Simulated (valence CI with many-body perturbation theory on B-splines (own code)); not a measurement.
## How close is CI+MBPT for Pb?

Computed by valence CI with perturbative core correlation (CI+MBPT): four valence electrons over a frozen Dirac-Fock core [Xe] 4f14 5d10, a basis of 11 s, 11 p, 10 d, 8 f, 5 g, 2 h functions for each j, with the one-electron correlation potential Σ1 (screened to all orders), the two-electron term Σ2, the three-electron term Σ3, Breit, model QED; selected single and double excitations, second order for the rest, scaled by the run's own slope (own B-spline code, finite nucleus).

Against 21 measured levels this calculation errs by 188 cm⁻¹ on average and by 486 at most. These come from a selection out of the NIST Handbook of Basic Atomic Spectroscopic Data. Levels without a partner in it may be off by more. Among the levels kept, up to 270 cm⁻¹ of a level comes from second order outside the variational space, and about a tenth of that is noise between levels of different J, which matters for small intervals.

Measured levels: NIST Handbook of Basic Atomic Spectroscopic Data (Sansonetti and Martin, J. Phys. Chem. Ref. Data 34, 1559 (2005)). Pairs share parity and J, and are chosen by configuration, term and nearness in energy; levels without a clear partner are left out. Energies in cm⁻¹ above the measured ground level.

Levels are named by their leading jj configuration (3d3/2^4 stands for four electrons in 3d with j = 3/2), which in mixed levels can hold well under half, so a name can repeat and another be missing.

```tsv
Computed label	Label in the source	Measured	Computed	Difference
(6s^2 6p1/2^2) J=0	6p21/2 (1/2,1/2)	0	0.0	0
(6s^2 6p1/2 6p3/2) J=1	6p1/2 6p3/2 (1/2,3/2)	7819.3	8109.1	+290
(6s^2 6p1/2 6p3/2) J=2	6p1/2 6p3/2 (1/2,3/2)	10650.3	10938.7	+288
(6s^2 6p3/2^2) J=2	6p23/2 (3/2,3/2)	21457.8	21943.6	+486
(6s^2 6p3/2^2) J=0	6p23/2 (3/2,3/2)	29466.8	29697.4	+231
(6s^2 6p1/2 7s) J=0	6p1/2 7s1/2 (1/2,1/2)°	34959.9	34972.6	+13
(6s^2 6p1/2 7s) J=1	6p1/2 7s1/2 (1/2,1/2)°	35287.2	35318.7	+31
(6s^2 6p1/2 7p1/2) J=1	6p1/2 7p1/2 (1/2,1/2)	42918.6	42756.8	-162
(6s^2 6p1/2 7p1/2) J=0	6p1/2 7p1/2 (1/2,1/2)	44400.9	44273.0	-128
(6s^2 6p1/2 7p3/2) J=1	6p1/2 7p3/2 (1/2,3/2)	44675.0	44531.5	-143
(6s^2 6p1/2 7p3/2) J=2	6p1/2 7p3/2 (1/2,3/2)	44809.4	44682.1	-127
(6s^2 6p1/2 6d3/2) J=2	6p1/2 6d 2[5/2]°	45443.2	45317.7	-125
(6s^2 6p1/2 6d5/2) J=2	6p1/2 6d 2[3/2]°	46060.8	45927.6	-133
(6s^2 6p1/2 6d3/2) J=1	6p1/2 6d 2[3/2]°	46068.4	46004.5	-64
(6s^2 6p1/2 6d5/2) J=3	6p1/2 6d 2[5/2]°	46328.7	46209.2	-119
(6s^2 6p3/2 7s) J=2	6p3/2 7s1/2 (3/2,1/2)°	48188.6	48516.6	+328
(6s^2 6p1/2 8s) J=1	6p1/2 8s1/2 (1/2,1/2)°	48686.9	48410.2	-277
(6s^2 6p3/2 7s) J=1	6p3/2 7s1/2 (3/2,1/2)°	49439.6	49647.5	+208
(6s^2 6p1/2 7d3/2) J=2	6p1/2 7d 2[5/2]°	52101.7	51890.9	-211
(6s^2 6p1/2 7d5/2) J=2	6p1/2 7d 2[3/2]°	52311.3	52100.5	-211
(6s^2 6p1/2 7d5/2) J=3	6p1/2 7d 2[5/2]°	52412.3	52215.6	-197
(6s^2 6p1/2 7d3/2) J=1	6p1/2 7d 2[3/2]°	52499.6	52324.3	-175
```

Over 21 excited levels the mean absolute difference is 188 cm⁻¹, the median 175 and the largest 486. The comparison draws on a selection of the measured levels: 22 of the 77 computed ones have a partner in it, and others may be off by more.

Rates against NIST Handbook of Basic Atomic Spectroscopic Data (Sansonetti and Martin, J. Phys. Chem. Ref. Data 34, 1559 (2005)):

| λ vac, measured (nm) | Upper | Lower | A computed (s⁻¹) | A tabulated (s⁻¹) |
| --- | --- | --- | --- | --- |
| 202.27 | (6s^2 6p3/2 7s) J=1 | (6s^2 6p1/2^2) J=0 | 8.79e+05 | 5.90e+06 |
| 205.39 | (6s^2 6p1/2 8s) J=1 | (6s^2 6p1/2^2) J=0 | 1.84e+07 | 1.02e+07 |
| 217.07 | (6s^2 6p1/2 6d3/2) J=1 | (6s^2 6p1/2^2) J=0 | 2.31e+08 | 1.50e+08 |
| 261.50 | (6s^2 6p1/2 6d5/2) J=2 | (6s^2 6p1/2 6p3/2) J=1 | 2.06e+08 | 1.90e+08 |
| 280.28 | (6s^2 6p1/2 6d5/2) J=3 | (6s^2 6p1/2 6p3/2) J=2 | 1.60e+08 | 1.60e+08 |
| 283.39 | (6s^2 6p1/2 7s) J=1 | (6s^2 6p1/2^2) J=0 | 5.47e+07 | 5.80e+07 |
| 364.06 | (6s^2 6p1/2 7s) J=1 | (6s^2 6p1/2 6p3/2) J=1 | 2.77e+07 | 3.40e+07 |
| 368.45 | (6s^2 6p1/2 7s) J=0 | (6s^2 6p1/2 6p3/2) J=1 | 1.50e+08 | 1.50e+08 |
| 374.10 | (6s^2 6p3/2 7s) J=2 | (6s^2 6p3/2^2) J=2 | 5.54e+07 | 7.30e+07 |
| 405.90 | (6s^2 6p1/2 7s) J=1 | (6s^2 6p1/2 6p3/2) J=2 | 9.05e+07 | 8.90e+07 |
| 406.33 | (6s^2 6p1/2 6d3/2) J=1 | (6s^2 6p3/2^2) J=2 | 8.22e+06 | 9.20e+07 |
